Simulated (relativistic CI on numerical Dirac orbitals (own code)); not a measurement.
Computed by Dirac-Coulomb-Breit CI, KLI orbitals optimised for each configuration, QED by a radiative potential, valence Slater integrals scaled by 0.85, P86 correlation energy added to each configuration (own radial code, finite nucleus).

Configuration list (outside the closed core [Ar] 3d10): 4s2 4p6 4d4, 4s2 4p6 4d3 5s, 4s2 4p6 4d3 4f, 4s2 4p6 4d3 5p, 4s2 4p5 4d5, 4s2 4p6 4d3 5d, 4s2 4p6 4d3 6s, 4s2 4p6 4d3 6p, 4s2 4p6 4d2 5s 5p, 4s2 4p6 4d3 6d, 4s2 4p6 4d3 5f, 4s2 4p6 4d3 7s, 4s2 4p6 4d3 5g, 4s2 4p6 4d3 7p, 4s2 4p6 4d3 7d, 4s 4p6 4d5, 4s2 4p5 4d4 4f, 4s2 4p6 4d2 4f 5s, 4s2 4p6 4d2 5p 5d, 4s2 4p5 4d4 5s, 4s2 4p6 4d2 5s2, 4s2 4p6 4d 4f 5s2, 4s2 4p6 4d 5s2 5p, 4s2 4p6 4d 5s2 5d, 4s2 4p6 4d 5s2 6s, 4s2 4p6 4d2 4f2, 4s2 4p6 4d 4f2 5s, 4s2 4p6 4d 4f3, 4s2 4p6 4d 4f2 5p, 4s2 4p6 4d 4f2 5d, 4s2 4p6 4d 4f2 6s, 4s2 4p6 4d2 5p2, 4s2 4p6 4d 5s 5p2, 4s2 4p6 4d 4f 5p2, 4s2 4p6 4d 5p3, 4s2 4p6 4d 5p2 5d, 4s2 4p6 4d 5p2 6s, 4s2 4p6 4d2 5s 5d, 4s2 4p6 4d 4f 5s 5d, 4s2 4p6 4d 5s 5p 5d, 4s2 4p6 4d 5s 5d2, 4s2 4p6 4d 5s 5d 6s. Double excitations out of closed p, d and f shells are left out; levels of such configurations are missing from the list, as are those of other unlisted configurations, and high levels can miss mixing partners. These lack a partner that the ground configuration has and come out too high: 4s2 4p6 4d3 6p, 4s2 4p6 4d3 6d, 4s2 4p6 4d3 5f, 4s2 4p6 4d3 7s, 4s2 4p6 4d3 5g.

At this charge configurations can still be misplaced by up to about 7 % of their energy.

Outline of the computed level scheme of Ru V. Lowest level of each configuration: 4s2 4p6 4d4 5D_0 at 0.0000 eV; 4s2 4p6 4d3 5s 5F_1 at 15.6133 eV.

LS names give the leading component of a level, which can be under half, so a name can repeat, a term be missing and a line seem to break the LS rules.
